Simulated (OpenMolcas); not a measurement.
## Multiconfigurational calculation on Al II

Input:

```
&GATEWAY
Coord
1

Al 0.0 0.0 0.0
Basis=ANO-RCC-VTZP
Group=XYZ
NoMove
AngMom=0.0 0.0 0.0
AMFI
&SEWARD
* reference wave functions (RASSCF and RASSI steps not shown): 2 electrons in 8 orbitals (3s 3p 4s 4p)
>>> COPY JOB001 $Project.JobIph
&CASPT2
Multistate=3 1 2 3
Frozen=1 0
IPEA=0.0
Imaginary=0.1
MaxIter=60
WThr=0.0 0.3 0.05
PrWF=0.5
NoMix
>>> COPY JOB002 $Project.JobIph
&CASPT2
Multistate=7 1 2 3 4 5 6 7
Frozen=1 0
IPEA=0.0
Imaginary=0.1
MaxIter=60
WThr=0.0 0.3 0.05
PrWF=0.5
NoMix
>>> COPY JOB003 $Project.JobIph
&CASPT2
Multistate=3 1 2 3
Frozen=1 0
IPEA=0.0
Imaginary=0.1
MaxIter=60
WThr=0.0 0.3 0.05
PrWF=0.5
NoMix
...
```

Output, cut to the results:

```
--- CASPT2 ---
Orbital specifications:
      -----------------------

      Symmetry species                           1   2
                                                ag  au
      Frozen orbitals                            1   0
      Inactive orbitals                          1   3
      Active orbitals                            2   6
      Secondary orbitals                        11  10
      Deleted orbitals                           0   0
      Number of basis functions                 15  19
Type of calculation                        MS-CASPT2
      Fock operator                              state-specific
      IPEA shift                                 0.00
      Real shift                                 0.00
      Imaginary shift                            0.10
      The input orbitals will be transformed to quasi-canonical
Reference energy:        -241.7175611532
      E2 (Non-variational):      -0.2118413111
      Shift correction:          -0.0001083302
      E2 (Variational):          -0.2119496413
      Total energy:            -241.9295107944
      Residual norm:              0.0000002035
      Reference weight:           0.97969
      Contributions to the CASPT2 correlation energy
      Active & Virtual Only:         -0.0065450076
      One Inactive Excited:          -0.0107174349
      Two Inactive Excited:          -0.1945788685
Reference energy:        -241.7175611532
      E2 (Non-variational):      -0.2118413111
      Shift correction:          -0.0001083302
      E2 (Variational):          -0.2119496413
      Total energy:            -241.9295107944
      Residual norm:              0.0000002035
      Reference weight:           0.97969
      Contributions to the CASPT2 correlation energy
      Active & Virtual Only:         -0.0065450076
      One Inactive Excited:          -0.0107174349
      Two Inactive Excited:          -0.1945788685
::    CASPT2 Root  1     Total energy:   -241.92951079
::    CASPT2 Root  2     Total energy:   -241.92951079
::    CASPT2 Root  3     Total energy:   -241.92951079
::    MS-CASPT2 Root  1     Total energy:   -241.92951079
::    MS-CASPT2 Root  2     Total energy:   -241.92951079
::    MS-CASPT2 Root  3     Total energy:   -241.92951079
--- CASPT2 ---
Orbital specifications:
      -----------------------

      Symmetry species                           1   2
                                                ag  au
      Frozen orbitals                            1   0
      Inactive orbitals                          1   3
      Active orbitals                            2   6
      Secondary orbitals                        11  10
      Deleted orbitals                           0   0
      Number of basis functions                 15  19
Type of calculation                        MS-CASPT2
      Fock operator                              state-specific
      IPEA shift                                 0.00
      Real shift                                 0.00
      Imaginary shift                            0.10
      The input orbitals will be transformed to quasi-canonical
Reference energy:        -242.1478719914
      E2 (Non-variational):      -0.2095291349
      Shift correction:          -0.0000133882
      E2 (Variational):          -0.2095425232
      Total energy:            -242.3574145146
      Residual norm:              0.0000000920
      Reference weight:           0.98629
      Contributions to the CASPT2 correlation energy
      Active & Virtual Only:         -0.0011946358
      One Inactive Excited:          -0.0136391967
      Two Inactive Excited:          -0.1946953024
Reference energy:        -241.6799702038
      E2 (Non-variational):      -0.2535290192
      Shift correction:          -0.0042015774
      E2 (Variational):          -0.2577305966
      Total energy:            -241.9377008004
      Residual norm:              0.0000001779
      Reference weight:           0.87664
      Contributions to the CASPT2 correlation energy
      Active & Virtual Only:         -0.0481805993
      One Inactive Excited:          -0.0105685788
      Two Inactive Excited:          -0.1947798411
::    CASPT2 Root  1     Total energy:   -242.35741451
::    CASPT2 Root  2     Total energy:   -241.93770080
::    CASPT2 Root  3     Total energy:   -241.93769774
::    CASPT2 Root  4     Total energy:   -241.93769708
::    CASPT2 Root  5     Total energy:   -241.93769525
::    CASPT2 Root  6     Total energy:   -241.93769728
::    CASPT2 Root  7     Total energy:   -241.85452202
::    MS-CASPT2 Root  1     Total energy:   -242.35743869
::    MS-CASPT2 Root  2     Total energy:   -241.93771603
::    MS-CASPT2 Root  3     Total energy:   -241.93770123
::    MS-CASPT2 Root  4     Total energy:   -241.93769705
::    MS-CASPT2 Root  5     Total energy:   -241.93769072
::    MS-CASPT2 Root  6     Total energy:   -241.93768312
::    MS-CASPT2 Root  7     Total energy:   -241.85449784
--- CASPT2 ---
Orbital specifications:
      -----------------------

      Symmetry species                           1   2
                                                ag  au
      Frozen orbitals                            1   0
      Inactive orbitals                          1   3
      Active orbitals                            2   6
      Secondary orbitals                        11  10
      Deleted orbitals                           0   0
      Number of basis functions                 15  19
Type of calculation                        MS-CASPT2
      Fock operator                              state-specific
      IPEA shift                                 0.00
      Real shift                                 0.00
      Imaginary shift                            0.10
      The input orbitals will be transformed to quasi-canonical
Reference energy:        -241.9772302097
      E2 (Non-variational):      -0.2112443925
      Shift correction:          -0.0000995336
      E2 (Variational):          -0.2113439261
...
```

Levels above the lowest, from the spin-orbit matrix with the single-state CASPT2 energies, averaged by term, on its diagonal:

```tsv
Configuration	Term	J	E (cm⁻¹)	Measured (cm⁻¹)	g	Term weight %
3s²	¹S	0	0.0	0.0		100
3s 3p	³P°	0	36955	37393		100
3s 3p	³P°	1	37005	37454	1.501	100
3s 3p	³P°	2	37107	37578	1.501	100
3s 3p	¹P°	1	60923	59852	1.000	100
```

Against the 4 measured excited levels shown (NIST Handbook of Basic Atomic Spectroscopic Data) the mean absolute deviation is 610 cm-1; the largest miss in energy is 3s 3p ¹P°₁: computed 60923, measured 59852 cm⁻¹ (+1.8 %).

Over all roots computed the reference weight is 0.88 to 0.99; the roots of lowest weight are the least certain, and an intruder state may touch them. The run also gave levels led by 3s 4s, which use shells meant for correlation; these and all levels above them are left out. Computed and measured levels are paired by configuration, term and J; levels that our copy of the source lacks, or whose pairing is in doubt (as where it misses far off the trend of its configuration), stay unpaired and out of the deviations. Levels of configurations outside the active space are missing. The first state left out of the spin-orbit step lies near 110000 cm-1 above the lowest spin-free state of the reference (among the parities and spins computed), and the list stops at four fifths of that energy or lower.

The term weight is that of the spin-free term in the level, not the purity of its configuration. ° marks odd parity.
